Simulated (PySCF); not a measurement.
HF beside CCSD(T) along the fourth-period p block: bonds to Br

HF and CCSD(T) in PySCF with def2-TZVPP on every atom, for the lowest determinant that a PBE0 search found; no spin–orbit coupling.

```tsv
molecule	state (unpaired electrons)	HF Re (Å)	HF ωe (cm⁻¹)	HF De (eV)	CCSD(T) Re (Å)	CCSD(T) ωe (cm⁻¹)	CCSD(T) De (eV)
GaBr	singlet (closed shell)	2.398	259	3.24	2.365	274	4.32
GeBr	doublet (π ↑)	2.351	289	2.36	?	?	?
SeBr	doublet (π ↑)	2.284	333	0.90	2.281	323	2.26
Br2	singlet (closed shell)	2.277	354	0.67	2.300	320	2.05
```

Task: Estimate the CCSD(T) values of GeBr by adding the mean shift from HF to CCSD(T) of the other rows, and compare with the calculation.

Result: The mean shifts are -0.4 pm, -10 cm⁻¹ and +1.27 eV, which give 2.347 Å, 279 cm⁻¹ and 3.63 eV. CCSD(T)/def2-TZVPP gives Re = 2.325 Å, ωe = 301 cm⁻¹, De = 3.50 eV.

Task: What are the mean differences of HF from CCSD(T) over the whole series?

Result: Re +1.0 pm, ωe +4 cm⁻¹, De -1.24 eV.

In a basis of this size CCSD(T) is itself not converged; it tends to give bonds that are too long and too weak.

Correlated steps freeze 18 core orbitals. Where the molecule has an RHF reference, its open-shell atoms are computed with UHF. States were picked by a PBE0 search and need not be the measured ground states.
